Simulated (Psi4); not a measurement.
Cd (SMILES [Cd]), singlet (core potentials on Cd); REVPBE/def2-SVP run with Psi4.

The Psi4 input:
```
memory 2 GB

molecule mol {
0 1
Cd    0.000000    0.000000    0.000000
}

set {
  basis def2-svp
  reference rks
  scf_type pk
  puream true
  d_convergence 1e-8
  dft_radial_points 99
  dft_spherical_points 590
}

energy('revpbe')
print_variables()
```

It wrote (shortened):

```
   => Loading Basis Set <=

    Name: DEF2-SVP
    Role: ORBITAL
    Keyword: BASIS

    !!!  WARNING: ECP capability is in beta. Please check occupations closely.  !!!

         ---------------------------------------------------------
                                   SCF
               by Justin Turney, Rob Parrish, Andy Simmonett
                          and Daniel G. A. Smith
                              RKS Reference
         ---------------------------------------------------------

  ==> Geometry <==

    Molecular point group: d2h
    Geometry (in Angstrom), charge = 0, multiplicity = 1:

       Center              X                  Y                   Z               Mass
    ------------   -----------------  -----------------  -----------------  -----------------
         CD           0.000000000000     0.000000000000     0.000000000000   113.903365090000

  Running in d2h symmetry.

  Rotational constants: A = ************  B = ************  C = ************ [cm^-1]
  Rotational constants: A = ************  B = ************  C = ************ [MHz]
  Nuclear repulsion =    0.000000000000000

  Charge       = 0
  Multiplicity = 1
  Electrons    = 20
  Nalpha       = 10
  Nbeta        = 10

  ==> Algorithm <==

  SCF Algorithm Type is PK.
  DIIS enabled.
  MOM disabled.
  Fractional occupation disabled.
  Guess Type is CORE.
  Energy threshold   = 1.00e-06
  Density threshold  = 1.00e-08
  Integral threshold = 1.00e-12

  ==> Primary Basis <==

  Basis Set: DEF2-SVP
    Blend: DEF2-SVP
    Number of shells: 11
    Number of basis functions: 31
    Number of Cartesian functions: 36
    Spherical Harmonics?: true
    Max angular momentum: 3

  Core potential: DEF2-SVP
    Number of shells: 4
    Number of ECP primitives: 14
    Number of ECP core electrons: 28
    Max angular momentum: 3

  ==> DFT Potential <==

   => LibXC <=

    Version 7.1.2
    S. Lehtola, C. Steigemann, M. J. T. Oliveira, and M. A. L. Marques,  SoftwareX 7, 1–5 (2018) (10.1016/j.softx.2017.11.002)

   => Composite Functional: REVPBE <=

    revPBE GGA Exchange-Correlation Functional

    Y. Zhang and W. Yang, Phys. Rev. Lett. 80, 890, 1998

    Deriv               =              1
    GGA                 =           TRUE
    Meta                =          FALSE

    Exchange Hybrid     =          FALSE
    MP2 Hybrid          =          FALSE

   => Exchange Functionals <=

    1.0000   XC_GGA_X_PBE_R

   => Correlation Functionals <=

    1.0000     XC_GGA_C_PBE

   => LibXC Density Thresholds  <==

    XC_GGA_C_PBE:  1.00E-12
    XC_GGA_X_PBE_R:  1.00E-15

   => Molecular Quadrature <=

    Radial Scheme          =       TREUTLER
    Pruning Scheme         =           NONE
    Nuclear Scheme         =       TREUTLER

    Blocking Scheme        =         OCTREE
    BS radius alpha        =              1
    Pruning alpha          =              1
    Radial Points          =             99
    Spherical Points       =            590
    Total Points           =          51920
    Total Blocks           =            492
    Max Points             =            253
    Max Functions          =             31
    Weights Tolerance      =       1.00E-15

  ==> Integral Setup <==

  Using in-core PK algorithm.
   Calculation information:
      Number of atoms:                   1
      Number of AO shells:              11
      Number of primitives:             19
      Number of atomic orbitals:        36
      Number of basis functions:        31

      Integral cutoff                 1.00e-12
      Number of threads:                 1

  Performing in-core PK
  Using 246512 doubles for integral storage.
  We computed 2211 shell quartets total.
  Whereas there are 2211 unique shell quartets.

  ==> DiskJK: Disk-Based J/K Matrices <==

    J tasked:                  Yes
    K tasked:                   No
    wK tasked:                  No
    Schwarz Cutoff:          1E-12

  Minimum eigenvalue in the overlap matrix is 2.7131814407E-02.
  Reciprocal condition number of the overlap matrix is 9.1389584929E-03.
    Using symmetric orthogonalization.

  ==> Pre-Iterations <==

  SCF Guess: Core (One-Electron) Hamiltonian.

   -------------------------------------------------------
    Irrep   Nso     Nmo     Nalpha   Nbeta   Ndocc  Nsocc
   -------------------------------------------------------
     Ag         9       9       3       3       3       0
     B1g        2       2       1       1       1       0
     B2g        2       2       1       1       1       0
     B3g        2       2       1       1       1       0
     Au         1       1       0       0       0       0
     B1u        5       5       2       2       2       0
     B2u        5       5       1       1       1       0
     B3u        5       5       1       1       1       0
   -------------------------------------------------------
    Total      31      31      10      10      10       0
   -------------------------------------------------------

  ==> Iterations <==

                        Total Energy        Delta E     RMS |[F,P]|

    Occupation by irrep:
             Ag   B1g   B2g   B3g    Au   B1u   B2u   B3u
    DOCC [     4,    0,    0,    0,    0,    2,    2,    2 ]
    NA   [     4,    0,    0,    0,    0,    2,    2,    2 ]
    NB   [     4,    0,    0,    0,    0,    2,    2,    2 ]

   @RKS iter   1:  -157.95419847016805   -1.57954e+02   2.01086e-01 ADIIS
    Occupation by irrep:
             Ag   B1g   B2g   B3g    Au   B1u   B2u   B3u
    DOCC [     4,    1,    1,    1,    0,    1,    1,    1 ]
    NA   [     4,    1,    1,    1,    0,    1,    1,    1 ]
    NB   [     4,    1,    1,    1,    0,    1,    1,    1 ]

   @RKS iter   2:  -143.15385482534597    1.48003e+01   4.49734e-01 ADIIS
   @RKS iter   3:  -167.74582320963867   -2.45920e+01   2.02157e-02 DIIS/ADIIS
   @RKS iter   4:  -167.77987254997510   -3.40493e-02   1.53590e-02 DIIS/ADIIS
   @RKS iter   5:  -167.79642490552888   -1.65524e-02   1.44258e-03 DIIS/ADIIS
   @RKS iter   6:  -167.79658260932175   -1.57704e-04   4.49620e-04 DIIS/ADIIS
   @RKS iter   7:  -167.79659757460783   -1.49653e-05   2.73166e-05 DIIS
   @RKS iter   8:  -167.79659762993634   -5.53285e-08   6.93564e-07 DIIS
   @RKS iter   9:  -167.79659762997167   -3.53282e-11   1.02428e-08 DIIS
   @RKS iter  10:  -167.79659762997164    2.84217e-14   1.78385e-10 DIIS
  Energy and wave function converged.

  ==> Post-Iterations <==

   Electrons on quadrature grid:
      Ntotal   =   20.0000000000 ; deviation = 0.000e+00

    Orbital Energies [Eh]
    ---------------------

    Doubly Occupied:

       1Ag    -3.961829     1B2u   -2.503704     1B3u   -2.503704
       1B1u   -2.503704     2Ag    -0.424106     1B1g   -0.424106
       1B3g   -0.424106     1B2g   -0.424106     3Ag    -0.424106
       4Ag    -0.204179

    Virtual:

       2B1u   -0.035657     2B2u   -0.035657     2B3u   -0.035657
       5Ag     0.103642     3B2u    0.300049     3B3u    0.300049
       3B1u    0.300049     6Ag     0.498565     2B2g    0.498565
       2B3g    0.498565     7Ag     0.498565     2B1g    0.498565
       8Ag     1.977211     4B2u    2.633001     4B3u    2.633001
       1Au     2.633001     4B1u    2.633001     5B2u    2.633001
       5B3u    2.633001     5B1u    2.633001     9Ag    56.499223

    Final Occupation by Irrep:
             Ag   B1g   B2g   B3g    Au   B1u   B2u   B3u
    DOCC [     4,    1,    1,    1,    0,    1,    1,    1 ]
    NA   [     4,    1,    1,    1,    0,    1,    1,    1 ]
    NB   [     4,    1,    1,    1,    0,    1,    1,    1 ]

  @RKS Final Energy:  -167.79659762997164

   => Energetics <=

    Nuclear Repulsion Energy =              0.0000000000000000
    One-Electron Energy =                -297.1644463557104245
    Two-Electron Energy =                 144.8175773459445281
    DFT Exchange-Correlation Energy =     -15.4497286202057609
    Empirical Dispersion Energy =           0.0000000000000000
    VV10 Nonlocal Energy =                  0.0000000000000000
    Total Energy =                       -167.7965976299716431

Computation Completed

Properties will be evaluated at   0.000000,   0.000000,   0.000000 [a0]

Properties computed using the SCF density matrix

 Multipole Moments:

 ------------------------------------------------------------------------------------
     Multipole            Electronic (a.u.)      Nuclear  (a.u.)        Total (a.u.)
 ------------------------------------------------------------------------------------

 L = 1.  Multiply by 2.5417464519 to convert [e a0] to [Debye]
 Dipole X            :          0.0000000            0.0000000            0.0000000
 Dipole Y            :          0.0000000            0.0000000            0.0000000
 Dipole Z            :          0.0000000            0.0000000            0.0000000
 Magnitude           :                                                    0.0000000

 ------------------------------------------------------------------------------------

  Variable Map:
  ----------------------------------------------------------------------------
  "CURRENT ENERGY"              =>    -167.796597629972
  "CURRENT REFERENCE ENERGY"    =>    -167.796597629972
  "DD SOLVATION ENERGY"         =>       0.000000000000
  "DFT FUNCTIONAL TOTAL ENERGY" =>    -167.796597629972
  "DFT TOTAL ENERGY"            =>    -167.796597629972
  "DFT VV10 ENERGY"             =>       0.000000000000
  "DFT XC ENERGY"               =>     -15.449728620206
  "GRID ELECTRONS ALPHA"        =>      10.000000000000
  "GRID ELECTRONS BETA"         =>      10.000000000000
  "GRID ELECTRONS TOTAL"        =>      20.000000000000
  "NUCLEAR REPULSION ENERGY"    =>       0.000000000000
  "ONE-ELECTRON ENERGY"         =>    -297.164446355710
  "PCM POLARIZATION ENERGY"     =>       0.000000000000
  "PE ENERGY"                   =>       0.000000000000
  "SCF ITERATION ENERGY"        =>    -167.796597629972
  "SCF ITERATIONS"              =>      10.000000000000
  "SCF TOTAL ENERGY"            =>    -167.796597629972
  "TWO-ELECTRON ENERGY"         =>     144.817577345945
  "XC GRID RADIAL POINTS"       =>      99.000000000000
  "XC GRID SPHERICAL POINTS"    =>     590.000000000000
  "XC GRID TOTAL POINTS"        =>   51920.000000000000

  Array Variable Map:
  ----------------------------------------------------------------------------
  "CURRENT DIPOLE"              =>       0.000000000000 ... 0.000000000000 1 by 3
  "SCF DIPOLE"                  =>       0.000000000000 ... 0.000000000000 1 by 3
  "SCF TOTAL ENERGIES"          =>    -157.954198470168 ... -167.796597629972 1 by 10
```
